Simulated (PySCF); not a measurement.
# How a change of structure moves an absorption spectrum

Level of theory: TDDFT CAM-B3LYP/def2-SVPD, vertical, gas phase, core orbitals frozen in the response in PySCF. Geometries: GFN2-xTB; one conformer of each isolated species. Triplets are in the Tamm–Dancoff approximation. 'Strongest' means the level of largest summed f among the lowest 8 singlets; it needn't be the same kind of state in each.

Parent: `FC(F)/C=C\CN[SiH3]`, with lowest singlet excitation energy 5.94 eV, energy of the strongest computed level 7.29 eV, HOMO–LUMO gap 9.13 eV, mean static polarisability 84.1 au, LUMO energy 0.67 eV, oscillator strength of the strongest level 0.19. Its spectrum: 209 nm (f 0.022); 203 nm (f 0.010); 173 nm (f 0.006); 172 nm (f 0.007); 170 nm (f 0.190).

Shifts from the parent:

```
                        change                SMILES  Δ S1 (eV)  Δ strongest (eV)  Δ gap (eV)  Δ α (au)  Δ LUMO (eV)  Δ f (strongest)
ring closed by a new Si-C bond  FC(F)/C=C1/CN[SiH2]1      -0.42             -0.34       -0.52      -3.0        -0.24            +0.32
 ring closed by a new N-C bond    FC(F)C1=CCN1[SiH3]      -0.57             -1.92       -0.74      -2.7        +0.19            -0.02
```

Task: Predict the same shifts for this change: ring closed by a new Si-C bond (`FC(F)C1=CCN[SiH2]1`).

Result: Δ lowest singlet excitation energy -0.27 eV, Δ energy of the strongest computed level -0.06 eV, Δ HOMO–LUMO gap -0.25 eV, Δ mean static polarisability -5.4 au, Δ LUMO energy -0.06 eV, Δ oscillator strength of the strongest level +0.08. Spectrum: 219 nm (f 0.036); 211 nm (f 0.002); 192 nm (f 0.009); 179 nm (f 0.003); 172 nm (f 0.271). S1 falls most with ring closed by a new N-C bond (-0.57 eV); all changes lower it. S1 is simply the lowest singlet of each species and needn't be the same kind of state throughout.
